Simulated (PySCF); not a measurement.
## Assignment exercise: C3H12O2Si3

Molfile (atoms numbered from 1):
```
C3H12O2Si3
     RDKit          3D

 20 19  0  0  0  0  0  0  0  0999 V2000
    3.1172   -0.7611    0.0511 C   0  0  0  0  0  0  0  0  0  0  0  0
    1.6967   -0.7071    0.1050 O   0  0  0  0  0  0  0  0  0  0  0  0
    1.1092    0.4456   -0.2699 C   0  0  0  0  0  0  0  0  0  0  0  0
    1.7300    1.4107   -0.6403 O   0  0  0  0  0  0  0  0  0  0  0  0
   -0.7928    0.2694   -0.0654 Si  0  0  0  0  0  4  0  0  0  0  0  0
   -1.5005    1.8494   -0.8827 C   0  0  0  0  0  0  0  0  0  0  0  0
   -1.1533    0.3241    2.2417 Si  0  0  0  0  0  4  0  0  0  0  0  0
   -1.3658   -1.6500   -1.2625 Si  0  0  0  0  0  4  0  0  0  0  0  0
    3.4151   -1.6646    0.5769 H   0  0  0  0  0  0  0  0  0  0  0  0
    3.5428    0.1240    0.5280 H   0  0  0  0  0  0  0  0  0  0  0  0
    3.4512   -0.7963   -0.9878 H   0  0  0  0  0  0  0  0  0  0  0  0
   -2.5706    1.9406   -0.7175 H   0  0  0  0  0  0  0  0  0  0  0  0
   -1.0240    2.7405   -0.4817 H   0  0  0  0  0  0  0  0  0  0  0  0
   -1.3321    1.8541   -1.9569 H   0  0  0  0  0  0  0  0  0  0  0  0
   -0.3903   -0.7142    2.9400 H   0  0  0  0  0  0  0  0  0  0  0  0
   -2.5683    0.0817    2.5421 H   0  0  0  0  0  0  0  0  0  0  0  0
   -0.8083    1.5966    2.8853 H   0  0  0  0  0  0  0  0  0  0  0  0
   -0.7709   -2.8555   -0.6806 H   0  0  0  0  0  0  0  0  0  0  0  0
   -0.9715   -1.6272   -2.6766 H   0  0  0  0  0  0  0  0  0  0  0  0
   -2.8190   -1.8499   -1.2512 H   0  0  0  0  0  0  0  0  0  0  0  0
  1  2  1  0
  2  3  1  0
  3  4  2  0
  3  5  1  0
  5  6  1  0
  5  7  1  0
  5  8  1  0
  1  9  1  0
  1 10  1  0
  1 11  1  0
  6 12  1  0
  6 13  1  0
  6 14  1  0
  7 15  1  0
  7 16  1  0
  7 17  1  0
  8 18  1  0
  8 19  1  0
  8 20  1  0
M  END
```

[PySCF: σ from GIAO-PBE0/pcSseg-1; structure optimised with GFN2-xTB; in vacuum; equivalent nuclei averaged; one conformer; non-relativistic Hamiltonian]

References, each an isolated molecule treated in the same way: TMS for 13C (186.93 ppm), 1H (31.72 ppm).

(1) Assign these signals to the numbered atoms. 13C{1H} NMR (computed): δ 192.1 (C), 52.2 (CH3), -4.1 (CH3).

(2) Assign these signals to the numbered atoms. 1H NMR (400 MHz, computed): δ 3.90 (s, 3H), 3.57 (s, 6H), 0.46 (s, 3H).

Results:

(1) 
192.1 → C3, carbonyl carbon
52.2 → C1, methyl carbon bonded to O: pulled downfield by the heteroatom
-4.1 → C6, methyl carbon bonded to Si: an electropositive neighbour leaves it electron-rich and shielded

(2) 
```tsv
δ (ppm)	atoms	environment	reason
3.90	H9/H10/H11	hydrogen on a methyl carbon bonded to O	its carbon carries O, which withdraws density
3.57	H15/H16/H17/H18/H19/H20	hydrogen on a silicon bonded to Si	–
0.46	H12/H13/H14	hydrogen on a methyl carbon bonded to Si	an electropositive neighbour shields it, as in TMS itself
```

Shifts are as computed. Against solution values, carbons near 30 ppm lie about +3 ppm off and those near 130 ppm about +5 ppm. Of 1309 compounds with measured shifts, 239 miss one by over three times the rms of a fit or turn the order of signals round; such compounds aren't used in these exercises. Multiplicities follow the n + 1 count of equivalent neighbours, as no J values were calculated; m marks all less simple cases, F and P coupling included.
